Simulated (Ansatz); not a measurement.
An input meant for (CdTe)2 ring (Cd2Te2) (charge 0, singlet).

```yaml
crystal:
  periodic: [false, false, false]
  atoms:
    - {symbol: Cd, position_ang: [-1.310148, 0.051496, -0.555777]}
    - {symbol: Te, position_ang: [-0.915322, -0.351312, 2.125139]}
    - {symbol: Cd, position_ang: [1.310176, -0.051362, 0.555806]}
    - {symbol: Te, position_ang: [0.915294, 0.351188, -2.125178]}
basis:
  gaussian: {orbitals: def2-SVP}
hamiltonian: {xc: {name: HF}}
multiplicity: 3
output: {forces: true}
```

```sh
$ ansatz run in.yaml --threads 4 --pin off --events-out ev --progress --plain --max-ram 3916MiB
```

(1) Predict how Ansatz answers.

Answers

(1) The input was rejected before any iteration. The input holds a key that doesn't belong there (the spin goes under magnetization).
```
Error: YAML parse error: error: line 11 column 1: unknown field `multiplicity`, expected one of crystal, accuracy, basis, kpoints, hamiltonian, magnetization, projection, total_charge, correlation, batch, efield, external_charges, scf, relax, neb, saddle, md, ramp, phonons, dielectric, real_time, elastic, magnetic_configurations, gw, evaluate, workflow, output, checkpoint, execution
 9 |   gaussian: {orbitals: def2-SVP}
10 | hamiltonian: {xc: {name: HF}}
11 | multiplicity: 3
12 | output: {forces: true}
```
